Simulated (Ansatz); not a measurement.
Abridged output of a molecular run in Ansatz:

```
Functional definition: HF
1339 factors; integrals over basis functions are off by at most 1.4e-3 eV
mean field evaluation 1: about -80279.4067 eV, gradient 2.4e1 eV
mean field evaluation 2: about -80279.4864 eV, gradient 2.4e1 eV
mean field evaluation 4: about -80281.4151 eV, gradient 3.8e0 eV
mean field evaluation 8: about -80281.4507 eV, gradient 1.7e-4 eV
mean field -80281.45070376 eV, -2950.2888966416 hartree, gradient 2.5e-6 eV, S^2 0.000000; 0 other end points of the search recorded, 0 dependent functions left out
21 core orbitals not correlated: weight in the atoms' cores, before any rotation towards them, 1.000 or more for the frozen orbitals, at most 0.000 for the correlated occupied ones
reference -80281.45070376 eV, -2950.2888966416 hartree; 21, 21 occupied and 94, 94 virtual orbitals, 1339 factors
second order -21.33387610 eV of doubles, -0.00000000 eV of singles
cycle   1  -22.22650635 eV  change   -8.9e-1 eV  update   1.0e-1
cycle   2  -22.89583451 eV  change   -6.7e-1 eV  update   3.1e-2
cycle   3  -22.98033534 eV  change   -8.5e-2 eV  update   1.2e-2
cycle   4  -22.97852161 eV  change    1.8e-3 eV  update   2.9e-3
cycle   5  -22.97863105 eV  change   -1.1e-4 eV  update   9.7e-4
cycle   6  -22.97818257 eV  change    4.5e-4 eV  update   3.1e-4
cycle   7  -22.97813547 eV  change    4.7e-5 eV  update   1.1e-4
cycle   8  -22.97812478 eV  change    1.1e-5 eV  update   3.9e-5
perturbative correction -0.70736755 eV, -0.0259952779 hartree
Total energy: -80305.13619609 eV, -2951.1593224300 hartree
```

Its atoms:

Cartesian coordinates in Å:
```
C 1.6048 1.4551 -0.6777
S 1.7960 -0.2896 -0.2209
Ge 0.3119 -0.3944 1.4174
S -1.6963 0.1637 0.6736
C -1.8900 -1.0945 -0.6181
H 1.9840 2.1103 0.1066
H 0.5598 1.6881 -0.8831
H 2.1907 1.6095 -1.5835
H 0.3513 -1.8513 1.9070
H 0.6257 0.6157 2.5332
H -2.7964 -0.8438 -1.1686
H -2.0012 -2.0885 -0.1846
H -1.0405 -1.0804 -1.3012
```

**Question.** Which basis set was used?
A. cc-pV(Q+d)Z
B. def2-SVP
C. cc-pV(T+d)Z
D. def2-TZVPP

**Answer.** B. It gives 136 functions.

**Question.** Write the keys of the input that set method, charge and spin (a neutral closed shell needs none for the last two).

**Answer.** 
```yaml
correlation: {method: ccsd_t}
```
